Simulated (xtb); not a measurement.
C₅H₇F, SMILES C/C=C/C=C\F. All values are semi-empirical tight-binding results from xtb (GFN2-xTB unless named), good for trends rather than for accurate numbers. Geometry: GFN2-xTB. The structure was generated by enumeration; whether it is a known compound was not checked. One conformer was computed; it need not be the lowest.

Optimised geometry:

```xyz
13

C     -0.4460    -2.8643     0.0000
C      0.4189    -1.6535     0.0000
C     -0.0353    -0.4011     0.0000
C      0.8240     0.7587     0.0000
C      0.3928     2.0163     0.0000
F     -0.9160     2.3290     0.0000
H     -1.4990    -2.5946     0.0000
H     -0.2376    -3.4757    -0.8784
H     -0.2376    -3.4757     0.8784
H      1.4862    -1.8373     0.0000
H     -1.0994    -0.2072     0.0000
H      1.8912     0.5947     0.0000
H      1.0145     2.8986     0.0000
```

```
Property                                        Value
--------------------------------------  -------------
point group as xtb finds it                        Cs
orbital gap                                   3.56 eV
dipole moment                                  2.22 D
zero-point energy                       64.8 kcal/mol
G − E(el) at 298.15 K (modified RRHO)   45.4 kcal/mol
static polarisability (D4 model)           62.3 bohr³
solvation energy, GFN2-xTB/ALPB(water)  -2.0 kcal/mol
solvation energy, GFN2-xTB/ALPB(ether)  -5.4 kcal/mol
```

Give the IR lines (harmonic; lines under 4 % of the strongest left out, lines within 3 cm⁻¹ merged). (An estimate is asked for; the answer gives what the named calculation found.)

ν (cm⁻¹): 198 (w), 661 (w), 797 (w), 1004 (m), 1013 (vs), 1124 (w), 1149 (w), 1203 (m), 1258 (w), 1334 (m), 1480 (w), 1674 (s), 1688 (m), 2991 (m), 3008 (m), 3053 (m), 3073 (w), 3096 (m) (against the strongest line: vs over 80 %, s over 45 %, m over 15 %, w over 4 %, vw less)

Computed atomic charges and the Wiberg bond orders between heavy atoms:
charges (e) C1 -0.11, C2 -0.03, C3 -0.04, C4 -0.05, C5 0.11, F6 -0.22, H7 0.05, H8 0.05, H9 0.05, H10 0.03, H11 0.05, H12 0.05, H13 0.05. Bond orders C1–C2 1.05, C2–C3 1.82, C3–C4 1.13, C4–C5 1.79, C5–F6 0.97.
